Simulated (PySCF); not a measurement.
Job file and geometry (Å, from GFN2-xTB) of an NMR shielding run on SMILES C=C/C=C(/F)CBP, C$_{5}$H$_{9}$BFP, PySCF 2.14.0, density-fitted response routines, GIAO PBE0/pcSseg-1 NMR shielding, non-relativistic, gas phase; density fitting, a coarse starting grid and PySCF grid level 2 are the driver's defaults:

```
$ OMP_NUM_THREADS=1 python probes_run.py task.json out

{"job": {"kind": "nmr", "xc": "PBE0", "basis": "pcSseg-1"}, "charge": 0, "multiplicity": 1}
C      2.140379     1.131074    -1.397401
C      1.379135     0.458094    -0.539859
C      0.793445     1.059458     0.633165
C      0.053066     0.402299     1.527665
F     -0.458151     1.112447     2.569848
C     -0.340324    -1.035009     1.561473
B     -1.475667    -1.491816     0.549942
P     -1.916269    -0.537486    -0.980272
H      2.560244     0.664964    -2.271112
H      2.369616     2.173801    -1.251301
H      1.162933    -0.587763    -0.714611
H      0.973100     2.114558     0.787423
H      0.540278    -1.653364     1.358473
H     -0.641659    -1.274866     2.584924
H     -1.925349    -2.566800     0.683706
H     -1.939048     0.763964    -0.526548
H     -3.282726    -0.721526    -1.012387
```

Task: What does the program print?

Result: 
```
coarse grid: 14808 points
cycle   1  E = -661.2655474561  dE =  9.280e-01  |g| = 5.564e-01  |ddm| = 3.733e+00
cycle   2  E = -661.2113726484  dE =  5.417e-02  |g| = 7.682e-01  |ddm| = 9.993e-01
cycle   3  E = -661.3295802698  dE = -1.182e-01  |g| = 1.264e-01  |ddm| = 6.279e-01
cycle   4  E = -661.3335554484  dE = -3.975e-03  |g| = 4.744e-02  |ddm| = 1.743e-01
cycle   5  E = -661.3341061292  dE = -5.507e-04  |g| = 1.435e-02  |ddm| = 5.420e-02
cycle   6  E = -661.3341495220  dE = -4.339e-05  |g| = 3.468e-03  |ddm| = 1.407e-02
cycle   7  E = -661.3341521974  dE = -2.675e-06  |g| = 9.810e-04  |ddm| = 3.796e-03
final grid: 139128 points
cycle   8  E = -661.3872912870  dE = -4.689e-05  |g| = 8.920e-03  |ddm| = 4.099e-02
cycle   9  E = -661.3872792376  dE =  1.205e-05  |g| = 1.185e-02  |ddm| = 1.891e-02
cycle  10  E = -661.3873111234  dE = -3.189e-05  |g| = 1.456e-03  |ddm| = 1.130e-02
cycle  11  E = -661.3873114921  dE = -3.687e-07  |g| = 3.008e-04  |ddm| = 1.329e-03
cycle  12  E = -661.3873115073  dE = -1.519e-08  |g| = 1.686e-04  |ddm| = 3.884e-04
cycle  13  E = -661.3873115145  dE = -7.203e-09  |g| = 3.266e-05  |ddm| = 1.837e-04
cycle  14  E = -661.3873115148  dE = -2.624e-10  |g| = 1.191e-05  |ddm| = 4.951e-05
converged SCF energy = -661.3873115148

GIAO shielding tensors (ppm)
atom      isotropic    diamagn.    paramagn.     s11        s22        s33       span
  0 C       65.001     252.592    -187.591    -41.087     74.697    161.392    202.479
  1 C       48.367     258.294    -209.926    -70.402     50.616    164.888    235.290
  2 C       71.108     258.762    -187.654    -14.370     87.163    140.531    154.902
  3 C       10.151     253.397    -243.247    -86.038     47.551     68.940    154.978
  4 F      250.597     476.123    -225.527    172.087    284.864    294.839    122.753
  5 C      149.485     254.158    -104.673    133.461    151.419    163.576     30.116
  6 B        7.398     195.209    -187.811    -96.415    -11.980    130.588    227.003
  7 P      501.733     968.973    -467.240    389.713    513.258    602.227    212.514
  8 H       26.427      29.946      -3.518     23.376     25.385     30.521      7.145
  9 H       26.303      30.667      -4.363     23.153     25.523     30.234      7.081
 10 H       25.626      35.015      -9.389     21.498     24.970     30.409      8.911
 11 H       25.548      32.971      -7.423     23.231     24.456     28.956      5.725
 12 H       28.930      30.897      -1.967     24.309     28.534     33.946      9.637
 13 H       28.679      28.954      -0.275     24.001     28.386     33.650      9.649
 14 H       22.908      29.622      -6.714     15.958     26.236     26.530     10.572
 15 H       28.636      31.499      -2.863     23.082     28.897     33.931     10.849
 16 H       28.822      29.409      -0.588     24.052     25.542     36.872     12.820
```

Size and cost of the density-fitted run: 188 basis functions, 110 s wall time (92 s CPU) on 1 thread of an Intel Xeon, shared host; peak memory 0.86 GiB.
